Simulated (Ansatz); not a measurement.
Reaction (stannylene formation by 1,1-elimination): `[NH2][SnH]([OH])[Cl]` → `[NH2][Sn][Cl]` + H₂O

Computed with Ansatz on PBE0-D4/def2-TZVP structures; ΔE is electronic, products minus reactants. CBS: MP2 limit from def2 TZ/QZ plus the TZ coupled-cluster correction, frozen cores. This one scheme is used for every species. DFT in def2-TZVPP. Elements past krypton have def2 core potentials. For Sn outer-core shells are correlated without core-valence functions, which leaves a few kJ/mol of doubt a bond. Each species was taken in one conformer, which may not be the lowest.

(1) Is it downhill or uphill in electronic energy at CCSD(T)/CBS, and by how much? (An estimate is asked.)

(2) What do these levels give: LDA (SPW92), revPBE-D4, ωB97M-V, PBE, revPBE, PBE0, CAM-B3LYP, CCSD/def2-SVP, HF/def2-TZVPP, SCS-MP2/def2-QZVPP, HF/CBS(def2), CCSD/CBS(def2)? (Estimate.)

Largest T1 diagnostic among the species: 0.016.

Results:

(1) Computed: Downhill: ΔE = -3.4 kcal/mol.

(2) Ansatz gave: LDA (SPW92) -2.4, revPBE-D4 -8.7, ωB97M-V -3.7, PBE -8.6, revPBE -11.4, PBE0 -5.5, CAM-B3LYP -5.8, CCSD/def2-SVP -3.1, HF/def2-TZVPP -3.9, SCS-MP2/def2-QZVPP -4.5, HF/CBS(def2) -3.8, CCSD/CBS(def2) -4.1 kcal/mol.

Leaving LDA and LC-ωPBE aside and taking each functional with its dispersion term where it has one, the values, not all of them listed here, spread over 11.2 kcal/mol, from BLYP-D4 to B97M-V. LDA lies +6.3 kcal/mol from PBE without D4. From PBE to PBE0 (25 % exact exchange), in def2-TZVPP and without D4, ΔE moves by +3.1 kcal/mol. The D4 term adds +1.9 kcal/mol with B3LYP and +1.1 kcal/mol with PBE0; it sums over pairs of atoms, weighted by their polarisabilities, and B3LYP, whose exchange is more repulsive, gets the larger term.

B3LYP here is the variant with VWN-RPA as its local correlation; programs differ in this.
